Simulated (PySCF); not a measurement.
**Working out the electron affinity of Te**

Te⁻ [Kr] 4d10 5s2 5p5 (2P) → Te [Kr] 4d10 5s2 5p4 (3P). Calculation: PySCF 2.14, in aug-cc-pVDZ-PP with ECP28MDF (5s4p3d, 32 functions); a scalar-relativistic core potential. Frozen: 4s2 4p6 4d10. Energies in hartree (1 hartree = 27.21139 eV):

| part | Te⁻ (lower) | Te (upper) |
| --- | --- | --- |
| UHF | -267.038284 | -266.998483 |
| CCSD correlation | -0.100943 | -0.077902 |
| (T) | -0.002611 | -0.001291 |

Q: What does Hartree-Fock give?

A: (-266.998483) − (-267.038284) = 0.039801 hartree = 1.083 eV.

Q: What do CCSD and CCSD(T) give?

A: The CCSD correlation energies differ by 0.023041 hartree = 0.627 eV and the triples by 0.001320 hartree = 0.036 eV, so CCSD gives 1.710 eV and CCSD(T) 1.746 eV.

Reference: 1.971 eV (measured; photodetachment measurements, as compiled on the Wikipedia data page of electron affinities), between the lowest levels; spin-orbit coupling is absent from the calculation.

A double-zeta basis recovers only part of the correlation energy.

What remains against the reference includes basis incompleteness, the frozen core and higher excitations.
